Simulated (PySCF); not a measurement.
Si(H)2(Br)(OMe) (CH5BrOSi), SMILES Br[SiH2]OC. Atoms are numbered in the order given.

```xyz
9

Si     0.3823    -0.2018     1.0693
Br     0.6807     0.2654    -1.0928
O     -1.1421    -0.7691     1.3321
C     -2.3308    -0.0716     1.0629
H      1.3165    -1.2830     1.4576
H      0.6268     1.0692     1.8080
H     -2.3793     0.8854     1.6131
H     -3.1792    -0.6948     1.3802
H     -2.4382     0.1416    -0.0147
```

Coordinates come from a PBE0-D3(BJ)/def2-SVP optimisation. Other conformers were not sampled.

Two levels are set side by side: PBE/pcSseg-1 (PySCF) and PBE0/pcSseg-1 (PySCF). GIAO shifts against H2O (¹⁷O), TMS (²⁹Si), TMS (¹H), TMS (¹³C) at the same level; non-relativistic, no solvent, atoms listed together averaged. Without spin–orbit terms, shifts of atoms bonded to Cl or Br come out too high at both levels. Differences are taken from unrounded values.

| quantity | PBE0 |
|---|---|
| δ(²⁹Si) of Si1 (ppm) | -5.6 |
| δ(¹⁷O) of O3 (ppm) | 35.1 |
| δ(¹³C) of C4 (ppm) | 54.5 |

**Question.** What does PBE give, and how far is it from PBE0? (The exact figures need the calculation; the answer reports its results.)

**Answer.** 
```csv
quantity,PBE,PBE minus PBE0
δ(²⁹Si) of Si1 (ppm),-5.8,-0.3
δ(¹⁷O) of O3 (ppm),52.5,17.3
δ(¹³C) of C4 (ppm),56.1,1.7
```

Rough cost on one machine, each run with all the roots and properties that it gave: PBE0 against PBE within a factor of 2.
